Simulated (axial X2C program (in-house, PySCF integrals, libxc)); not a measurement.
**Low determinants of CsC at the PBE0 level, two-component**

Computed with an axial X2C code built on PySCF integrals. Two-component (2c) means X2C with spin–orbit coupling and atomic mean-field two-electron Coulomb and Gaunt terms. Basis: Cs dyall-cv3z [15s15p9d4f1g], C dyall-v3z [7s6p2d1f] (cores contracted in-house); Gaussian nuclei, density fitting, unrestricted open shells. Masses: Cs 132.905 u, C 12.000 u.

Search at 2.760 Å (vertical energies from the lowest determinant):

```csv
ΔE (eV),state,electrons beyond evenly filled partner blocks,"electrons in ±ω = 1/2, 3/2, 5/2, 7/2"
0.00,Ω = 3/2,ω = 3/2,40 17 4 0
0.67,Ω = 1/2,"2 × ω = -1/2, ω = 3/2",40 17 4 0
1.41,Ω = 1/2,ω = 1/2,41 16 4 0
1.42,Ω = 5/2,"2 × ω = 1/2, ω = 3/2",40 17 4 0
1.43,Ω = 1/2,ω = 1/2,39 18 4 0
3.98,Ω = 5/2,"ω = -1/2, 2 × ω = 3/2",39 18 4 0
4.15,Ω = 7/2,"ω = 1/2, 2 × ω = 3/2",39 18 4 0
```

Lowest determinant, Ω = 3/2 (⟨Sz⟩ = 1.50, ⟨Lz⟩ = 0.00 at PBE0): Re = 2.707 Å, ωe = 311.2 cm⁻¹.

The determinant in row 2 of the search, Ω = 1/2 (⟨Sz⟩ = 0.50, ⟨Lz⟩ = 0.00 at PBE0), was followed along the bond at PBE0; measured from the minimum of the lowest determinant it gives:

Te = 0.665 eV (5367 cm⁻¹), Re = 2.702 Å, ωe = 298.8 cm⁻¹.

(1) Compare the bond of the determinant in row 2 with that of the lowest one.

The search compares states at one distance, so a state with another bond length can lie lower; it is not exhaustive and yields mostly the lowest determinant of each block pattern, so other components and higher states of one pattern are missing. These are energies of single determinants, not of spin-adapted states; PBE0 term energies can be off by some tenths of an eV, and the functional has no current term.

Results:

(1) At PBE0 its Re is 0.005 Å shorter and its force constant, which goes as ωe², is 0.92 times that of the lowest determinant. This determinant mixes spin states, so it has no term energy of its own.
